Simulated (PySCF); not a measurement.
Species: C7H15OP.
Atom-mapped SMILES: `[CH3:1][CH:2]([CH3:3])[P@:4]1(=[O:5])[CH2:6][C@@H:7]([CH3:8])[CH2:9]1`

Structure used (GFN2-xTB), in Å, numbered top down from 1:
```
atom  x, y, z in Å
C1    -2.4436   -1.1996   -0.6748
C2    -1.6284    0.0829   -0.6001
C3    -2.4571    1.2619   -0.1119
P4    -0.2867   -0.1963    0.6444
O5    -0.7644   -0.5183    1.9928
C6     1.0423    1.0714    0.4031
C7     1.8055    0.0988   -0.5226
C8     3.3075    0.0639   -0.3022
C9     1.0643   -1.1988   -0.1323
H10   -3.3036   -1.0774   -1.3313
H11   -1.8345   -2.0231   -1.0455
H12   -2.7977   -1.4601    0.3214
H13   -1.1772    0.3081   -1.5704
H14   -3.2977    1.4498   -0.7781
H15   -2.8407    1.0473    0.8842
H16   -1.8484    2.1636   -0.0549
H17    0.8030    2.0426   -0.0235
H18    1.5629    1.2182    1.3505
H19    1.6001    0.3439   -1.5676
H20    3.7702   -0.6825   -0.9450
H21    3.7469    1.0336   -0.5276
H22    3.5325   -0.1844    0.7329
H23    0.8403   -1.8795   -0.9499
H24    1.5929   -1.7462    0.6494
```

Definitions: NICS(0) = −σiso at the ring centroid; NICS(1) = −σiso and NICS(1)zz = −σzz at ±1 Å along the ring normal z. Level: GIAO PBE0/pcSseg-1 (PySCF, non-relativistic, gas phase) on the GFN2-xTB geometry, one conformer.

Ring bond lengths (Å), with Mayer bond orders in brackets: P4–C6 1.852 (0.91), C6–C7 1.544 (0.97), C7–C9 1.545 (0.97), C9–P4 1.853 (0.91).

Question: Give the NICS values of each ring in ppm.

Answer: 
```
       ring                                             type  NICS(0)  NICS(1), two faces  NICS(1)zz, two faces  rms pucker (Å)  centre to ring atoms, mean (Å)
P4–C6–C7–C9  4-membered ring with P; formal bonds all single     -3.8         -1.6 / -3.5            3.0 / -1.0            0.10                            1.19
```

Question: What do they say, and how far can they be read as aromaticity?

Answer: 
- P4–C6–C7–C9: mean NICS(1)zz 1.0 ppm, near zero. P4, C6, C7, C9 have four or more neighbours, and the NICS criterion for π rings isn't applied. The two faces differ by 4.0 ppm, so no symmetry operation interchanges them.

Question: List the ring angles and the Hirshfeld charges of the ring atoms.

Answer: 
- P4–C6–C7–C9: P4 78.0° (+0.432 e), C6 90.1° (-0.122 e), C7 98.1° (-0.019 e), C9 90.1° (-0.122 e); sum 356.3° against 360° for a flat convex ring.
